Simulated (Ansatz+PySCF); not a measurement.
Results of a calculation; reference values are marked as such.
## PySCF 2.14.0 run

```python
from pyscf import gto, scf, cc

mol = gto.M(atom="""
Be 0.000000 0.000000 0.000000
S 0.000000 0.000000 2.680000
""", basis='sto-3g', charge=0, spin=0)
mf = scf.UHF(mol)
mf.kernel()
mycc = cc.CCSD(mf, frozen=6).run()
et = mycc.ccsd_t()
print(mf.e_tot, mycc.e_corr, et, mycc.e_tot + et)
```

The script is written out from the run's settings.

The run gave:

- Converged: yes
- Reference energy: -407.40412 hartree
- CCSD correlation energy: -0.08899 hartree
- Triples correction: -0.00189 hartree
- Total energy: -407.49500 hartree
- Spin squared of the determinant: 0.000

This is not the lowest solution: another run reaches a determinant 1.45 eV lower. Caution: bonds are stretched, where a single reference can fail; another spin multiplicity may lie lower.
